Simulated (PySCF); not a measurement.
## Cu: ionisation energy

Cu [Ar] 3d10 4s1 (2S) → Cu⁺ [Ar] 3d10 (1S), as a difference of total energies. Computed with PySCF 2.14 in aug-cc-pVQZ-PP with ECP10MDF, with a scalar-relativistic core potential. Correlated levels: valence: 3s2 3p6 frozen. The calculations carry no spin-orbit coupling.

```tsv
method	ionisation energy (eV)	error (eV)
UHF	6.583	-1.143
LDA	8.626	+0.900
PBE	8.338	+0.612
PBE0	7.936	+0.210
r2SCAN	8.284	+0.558
TPSSh	7.951	+0.225
revPBE	8.219	+0.493
M06-2X	7.725	-0.001
MP2 (valence)	7.675	-0.051
SCS-MP2 (valence)	7.505	-0.221
```

Reference: 7.726 eV (measured; NIST Atomic Spectra Database, ionization energies).
